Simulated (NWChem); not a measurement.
System: CH6OSeSi; SMILES O([Se][SiH3])C

Parts of the log:

```
             Northwest Computational Chemistry Package (NWChem) 7.3.0
             --------------------------------------------------------

 C1  symmetry detected

                             Geometry "geometry" -> ""
                             -------------------------

 Output coordinates in angstroms (scale by  1.889725989 to convert to a.u.)

  No.       Tag          Charge          X              Y              Z
 ---- ---------------- ---------- -------------- -------------- --------------
    1 Se                  34.0000     0.79673854     0.01211719    -0.03092488
    2 O                    8.0000    -0.41017098     1.27203657     0.63845165
    3 C                    6.0000    -1.03804115     2.04879299    -0.37080434
    4 H                    1.0000    -1.65170618     1.43593384    -1.07134343
    5 H                    1.0000    -1.71196023     2.74716011     0.16930951
    6 H                    1.0000    -0.31439040     2.64703635    -0.96999157
    7 Si                  14.0000    -0.76088032    -1.68162590     0.00374267
    8 H                    1.0000    -1.95936172    -1.29691093    -0.81912991
    9 H                    1.0000    -1.20322956    -1.98673610     1.40639503
   10 H                    1.0000    -0.08652291    -2.88475561    -0.59897826

 Effective nuclear repulsion energy (a.u.)     351.9815046747

                                 NWChem DFT Module
                                 -----------------

 Summary of "ao basis" -> "ao basis" (spherical)
 ------------------------------------------------------------------------------
       Tag                 Description            Shells   Functions and Types
 ---------------- ------------------------------  ------  ---------------------
 Se                         def2-svp                12       32   5s4p3d
 O                          def2-svp                 6       14   3s2p1d
 C                          def2-svp                 6       14   3s2p1d
 H                          def2-svp                 3        5   2s1p
 Si                         def2-svp                 8       18   4s3p1d

            General Information
            -------------------
          SCF calculation type: DFT
          Wavefunction type:  closed shell.
          No. of atoms     :    10
          No. of electrons :    68
           Alpha electrons :    34
            Beta electrons :    34
          Charge           :     0
          Spin multiplicity:     1
          Use of symmetry is: off; symmetry adaption is: off
          Maximum number of iterations: 150
          AO basis - number of functions:   108
                     number of shells:    50
          Convergence on energy requested:  1.00D-06
          Convergence on density requested:  1.00D-05
          Convergence on gradient requested:  5.00D-04

              XC Information
              --------------
                      r^2SCAN Method XC Functional
               r^2SCAN metaGGA Exchange Functional  1.000
                     r^2SCAN Correlation Potential  1.000

             Grid Information
             ----------------
          Grid used for XC integration:  coarse
          Radial quadrature: Mura-Knowles
          Angular quadrature: Lebedev.
          Tag              B.-S. Rad. Rad. Pts. Rad. Cut. Ang. Pts.
          ---              ---------- --------- --------- ---------
          Se                  1.15       95          10.0       302
          O                   0.60       35          11.0       302
          C                   0.70       35          12.0       302
          H                   0.35       35          13.0       302
          Si                  1.10       70          11.0       302
          Grid pruning is: on
          Number of quadrature shells:   445
          Spatial weights used:  Erf1

      Superposition of Atomic Density Guess
      -------------------------------------

 Sum of atomic energies:       -2803.56196802

      Non-variational initial energy
      ------------------------------

 Total energy =   -2804.818984
 1-e energy   =   -4602.087042
 2-e energy   =    1445.286553
 HOMO         =      -0.258401
 LUMO         =      -0.058534

     ---------------------------------------------
      Total Density - Mulliken Population Analysis
     ---------------------------------------------

    Atom       Charge   Shell Charges
 -----------   ------   -------------------------------------------------------
    1 Se  34    33.89   2.00  2.00  2.00  1.34  0.55  6.00  5.98  1.73  2.22  8.20  1.75  0.11
    2 O    8     8.69   1.99  1.10  0.74  2.88  1.98  0.01
    3 C    6     5.88   1.99  0.93  0.22  1.83  0.87  0.05
    4 H    1     0.94   0.69  0.23  0.02
    5 H    1     0.93   0.69  0.22  0.02
    6 H    1     0.93   0.69  0.22  0.02
    7 Si  14    13.54   2.00  1.99  1.00  0.27  5.94  1.08  1.14  0.12
    8 H    1     1.07   0.69  0.37  0.01
    9 H    1     1.07   0.69  0.37  0.01
   10 H    1     1.06   0.68  0.37  0.01

   convergence    iter        energy       DeltaE   RMS-Dens  Diis-err
 ---------------- ----- ----------------- --------- --------- ---------
 d= 0,ls=0.0,diis     1  -2807.3309359887 -3.16D+03  1.09D-02  4.59D-01
 d= 0,ls=0.0,diis     2  -2807.2828971704  4.80D-02  8.11D-03  8.67D-01
 d= 0,ls=0.0,diis     3  -2807.3644046798 -8.15D-02  2.86D-03  2.15D-01
 d= 0,ls=0.0,diis     4  -2807.3854460031 -2.10D-02  9.31D-04  9.56D-03
 d= 0,ls=0.0,diis     5  -2807.3866464979 -1.20D-03  3.31D-04  1.05D-03
  Resetting Diis
 d= 0,ls=0.0,diis     6  -2807.3868031077 -1.57D-04  8.58D-05  6.54D-05
 d= 0,ls=0.0,diis     7  -2807.3868118566 -8.75D-06  2.70D-05  3.25D-06
 d= 0,ls=0.0,diis     8  -2807.3868115510  3.06D-07  1.90D-05  5.66D-06
 d= 0,ls=0.0,diis     9  -2807.3868120408 -4.90D-07  5.35D-06  8.58D-07

         Total DFT energy =    -2807.386812040761
      One electron energy =    -4604.244969096333
           Coulomb energy =     1569.052403262849
    Exchange-Corr. energy =     -124.175750881942
 Nuclear repulsion energy =      351.981504674665

 Numeric. integr. density =       67.999912363527

                       DFT Final Molecular Orbital Analysis
                       ------------------------------------

 Vector   32  Occ=2.000000D+00  E=-2.991130D-01
              MO Center= -4.6D-01,  1.1D+00,  1.6D-01, r^2= 3.3D+00
   Bfn.  Coefficient  Atom+Function         Bfn.  Coefficient  Atom+Function
  ----- ------------  ---------------      ----- ------------  ---------------
    38      0.356300   2 O  pz               41      0.275050   2 O  pz
    12      0.245464   1 Se px               66     -0.235534   5 H  s
    15      0.219729   1 Se px               52     -0.208951   3 C  pz
    37      0.183860   2 O  py               61      0.171431   4 H  s
     9     -0.153469   1 Se px               40      0.133134   2 O  py

 Vector   33  Occ=2.000000D+00  E=-2.383499D-01
              MO Center= -2.7D-01,  8.8D-01,  1.9D-01, r^2= 2.8D+00
   Bfn.  Coefficient  Atom+Function         Bfn.  Coefficient  Atom+Function
  ----- ------------  ---------------      ----- ------------  ---------------
    36      0.402606   2 O  px               37      0.339053   2 O  py
    39      0.307320   2 O  px               40      0.266299   2 O  py
    71     -0.173788   6 H  s                61      0.164480   4 H  s
    15     -0.161544   1 Se px               12     -0.152368   1 Se px
    72     -0.129796   6 H  s                86      0.128431   7 Si px

 Vector   34  Occ=2.000000D+00  E=-2.164758D-01
              MO Center=  5.0D-01, -2.1D-02,  2.8D-02, r^2= 2.6D+00
   Bfn.  Coefficient  Atom+Function         Bfn.  Coefficient  Atom+Function
  ----- ------------  ---------------      ----- ------------  ---------------
    17      0.534864   1 Se pz               14      0.467843   1 Se pz
    11     -0.292388   1 Se pz               38     -0.175015   2 O  pz
    15      0.168215   1 Se px               41     -0.135736   2 O  pz
    12      0.125663   1 Se px              100     -0.125685   9 H  s
    95      0.119345   8 H  s                16     -0.112957   1 Se py

 Vector   35  Occ=0.000000D+00  E=-8.627670D-02
              MO Center=  3.7D-01,  1.6D-01,  6.1D-02, r^2= 3.1D+00
   Bfn.  Coefficient  Atom+Function         Bfn.  Coefficient  Atom+Function
  ----- ------------  ---------------      ----- ------------  ---------------
    16      0.551258   1 Se py               35     -0.423741   2 O  s
    15     -0.331692   1 Se px               13      0.316693   1 Se py
    17      0.228952   1 Se pz               37      0.219791   2 O  py
    36     -0.211831   2 O  px               39     -0.207824   2 O  px
    40      0.207790   2 O  py               38      0.200050   2 O  pz

 Vector   36  Occ=0.000000D+00  E=-1.411748D-02
              MO Center= -3.8D-01, -1.2D+00,  2.3D-02, r^2= 4.3D+00
   Bfn.  Coefficient  Atom+Function         Bfn.  Coefficient  Atom+Function
  ----- ------------  ---------------      ----- ------------  ---------------
    87      0.817574   7 Si py               15      0.644087   1 Se px
    86      0.646841   7 Si px                5     -0.579417   1 Se s
    79      0.479789   7 Si s                16      0.451145   1 Se py
     4     -0.348025   1 Se s                78      0.285756   7 Si s
    12      0.240397   1 Se px               84      0.212738   7 Si py

 Vector   37  Occ=0.000000D+00  E= 3.275143D-02
              MO Center= -7.1D-01, -1.4D+00, -2.2D-01, r^2= 4.4D+00
   Bfn.  Coefficient  Atom+Function         Bfn.  Coefficient  Atom+Function
  ----- ------------  ---------------      ----- ------------  ---------------
    88      1.188374   7 Si pz               95      1.125772   8 H  s
   100     -0.746982   9 H  s                86      0.489726   7 Si px
    87     -0.388261   7 Si py               49     -0.369661   3 C  s
    62      0.295903   4 H  s                17     -0.242672   1 Se pz
    79     -0.241720   7 Si s                85      0.224268   7 Si pz

     ---------------------------------------------
      Total Density - Mulliken Population Analysis
     ---------------------------------------------

    Atom       Charge   Shell Charges
 -----------   ------   -------------------------------------------------------
    1 Se  34    33.96   2.00  2.00  1.99  1.45  0.47  6.00  5.97  1.92  2.05  8.17  1.76  0.18
    2 O    8     8.49   1.99  1.11  0.78  2.78  1.82  0.01
    3 C    6     5.86   1.99  0.92  0.15  2.02  0.73  0.05
    4 H    1     0.97   0.74  0.20  0.02
    5 H    1     0.94   0.74  0.18  0.02
    6 H    1     0.96   0.74  0.19  0.02
    7 Si  14    13.65   2.00  1.98  1.06  0.20  5.93  1.28  1.03  0.17
    8 H    1     1.06   0.73  0.32  0.01
    9 H    1     1.05   0.73  0.31  0.01
   10 H    1     1.06   0.73  0.32  0.01

     -------------------------------------------
      Total Density - Lowdin Population Analysis
     -------------------------------------------

    Atom       Charge   Shell Charges
 -----------   ------   -------------------------------------------------------
    1 Se  34    33.87   2.00  2.00  1.96  1.12  0.67  5.99  5.80  2.02  2.15  7.83  2.04  0.30
    2 O    8     8.29   1.97  0.97  0.65  2.66  2.01  0.02
    3 C    6     5.96   1.96  0.59  0.32  1.81  1.15  0.12
    4 H    1     0.99   0.65  0.28  0.07
    5 H    1     0.97   0.64  0.26  0.06
    6 H    1     0.99   0.65  0.27  0.07
    7 Si  14    13.68   2.00  1.94  0.70  0.37  5.82  1.29  1.31  0.26
    8 H    1     1.09   0.64  0.42  0.03
    9 H    1     1.08   0.64  0.42  0.03
   10 H    1     1.08   0.63  0.42  0.03

     Multipole analysis of the density
     ---------------------------------

     L   x y z        total         alpha         beta         nuclear
     -   - - -        -----         -----         ----         -------
     0   0 0 0     -0.000000    -34.000000    -34.000000     68.000000

     1   1 0 0     -0.292351     -0.146175     -0.146175      0.000000
     1   0 1 0     -0.076664     -0.038332     -0.038332      0.000000
     1   0 0 1     -0.481424     -0.240712     -0.240712      0.000000

     2   2 0 0    -33.158298   -103.269073   -103.269073    173.379847
     2   1 1 0     -1.015257      2.025502      2.025502     -5.066260
     2   1 0 1      0.153646     -1.862445     -1.862445      3.878537
     2   0 2 0    -31.128283   -208.922193   -208.922193    386.716102
     2   0 1 1     -1.150203      2.650896      2.650896     -6.451995
     2   0 0 2    -35.714575    -34.362163    -34.362163     33.009751

            General Information
            -------------------
          SCF calculation type: DFT
          Wavefunction type:  closed shell.
          No. of atoms     :    10
          No. of electrons :    68
           Alpha electrons :    34
            Beta electrons :    34
          Charge           :     0
          Spin multiplicity:     1
          Use of symmetry is: off; symmetry adaption is: off
          Maximum number of iterations: 150
          AO basis - number of functions:   108
                     number of shells:    50
          Convergence on energy requested:  1.00D-06
          Convergence on density requested:  1.00D-05
          Convergence on gradient requested:  5.00D-04

              XC Information
              --------------
                      r^2SCAN Method XC Functional
               r^2SCAN metaGGA Exchange Functional  1.000
                     r^2SCAN Correlation Potential  1.000

             Grid Information
             ----------------
          Grid used for XC integration:  coarse
          Radial quadrature: Mura-Knowles
          Angular quadrature: Lebedev.
          Tag              B.-S. Rad. Rad. Pts. Rad. Cut. Ang. Pts.
          ---              ---------- --------- --------- ---------
          Se                  1.15       95          10.0       302
          O                   0.60       35          11.0       302
          C                   0.70       35          12.0       302
          H                   0.35       35          13.0       302
          Si                  1.10       70          11.0       302
          Grid pruning is: on
          Number of quadrature shells:   445
          Spatial weights used:  Erf1

          Convergence Information
          -----------------------
          Convergence aids based upon iterative change in
          total energy or number of iterations.
          Levelshifting, if invoked, occurs when the
          HOMO/LUMO gap drops below (HL_TOL):  1.00D-02
          DIIS, if invoked, will attempt to extrapolate
          using up to (NFOCK): 10 stored Fock matrices.

                    Damping( 0%)  Levelshifting(0.5)       DIIS
                  --------------- ------------------- ---------------
          dE  on:    start            ASAP                start
          dE off:    2 iters        150 iters           150 iters

[...]

                         DFT ENERGY GRADIENTS

    atom               coordinates                        gradient
                 x          y          z           x          y          z
   1 Se      1.505618   0.022898  -0.058440    0.005884  -0.001334  -0.001726
   2 O      -0.775111   2.403801   1.206499   -0.001407   0.001725   0.005191
   3 C      -1.961613   3.871657  -0.700719    0.001627  -0.002102   0.001494
   4 H      -3.121272   2.713521  -2.024546   -0.003286  -0.002339  -0.003695
   5 H      -3.235136   5.191380   0.319949   -0.003364   0.003527   0.002262
   6 H      -0.594112   5.002173  -1.833018    0.002902   0.003206  -0.003369
   7 Si     -1.437855  -3.177812   0.007073    0.000452   0.000442  -0.000068
   8 H      -3.702657  -2.450806  -1.547931   -0.003100   0.000911  -0.002081
   9 H      -2.273774  -3.754387   2.657701   -0.001228  -0.000911   0.003501
  10 H      -0.163505  -5.451398  -1.131905    0.001521  -0.003122  -0.001509
```

Level: r2SCAN/def2-SVP. Geometry: optimised at PBE-D3(BJ)/def2-SVP.

**Question.** Reconstruct the input file.

**Answer.** One answer among several that fit: the input that was run:
```
start job
memory heap 200 mb stack 900 mb global 1100 mb
geometry units angstroms noautoz
  Se     0.801245     0.030519    -0.040037
  O     -0.392559     1.297353     0.639710
  C     -1.038346     2.065292    -0.364978
  H     -1.665035     1.446486    -1.048554
  H     -1.701911     2.769041     0.180939
  H     -0.325442     2.657524    -0.982732
  Si    -0.756388    -1.661741     0.038573
  H     -1.969496    -1.283722    -0.765761
  H     -1.173202    -1.953705     1.451804
  H     -0.093799    -2.870804    -0.565326
end
basis spherical
  Se library def2-svp
  O library def2-svp
  C library def2-svp
  H library def2-svp
  Si library def2-svp
end
dft
  xc r2scan
  grid coarse
  iterations 150
  mulliken
end
task dft gradient
```
